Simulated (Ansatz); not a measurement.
The cluster Cr2F6, relaxed as a singlet with RKS B3LYP-D4/def2-SVP in Ansatz, starting from the GFN2-xTB geometry. Force threshold 0.02 eV/Å.

The structure comes from a short search, and lower isomers may exist.

Start:

```xyz
8

Cr   -0.698    0.383    1.417
Cr    0.968   -0.527   -1.964
F    -0.049   -1.388   -2.881
F    -0.141   -0.154   -0.412
F     2.417    0.138   -1.743
F     0.748    1.123    1.478
F    -1.183    0.857    3.017
F    -2.060   -0.432    1.089
```

Task: Estimate the energy that the relaxation releases and the steps that it takes.

Result: 67.2 kcal/mol, in 19 steps; 82 s on 4 threads of Arm Neoverse V2 on a shared host. No frequencies were taken in this run, so the end may be a saddle point.

Task: Does the start keep its bonding?

Result: Bonds formed: Cr2–F6 (atoms count from 1). Metal–metal contacts that move far: Cr1–Cr2 3.88 to 2.88 Å. The end is the same structure that another start reached.

Task: Predict the relaxed structure.

Result: 
```xyz
8

Cr   -0.8105    0.1850    1.1774
Cr    0.8103   -0.1852   -1.1778
F     0.0071   -0.4294   -2.6589
F     0.0029   -1.2180    0.1931
F     2.5015   -0.1443   -0.9852
F    -0.0034    1.2177   -0.1939
F    -0.0059    0.4166    2.6598
F    -2.5020    0.1575    0.9855
```
Bond lengths (bridged metal pairs left out): 8 × Cr–F 1.70 to 1.90 Å.
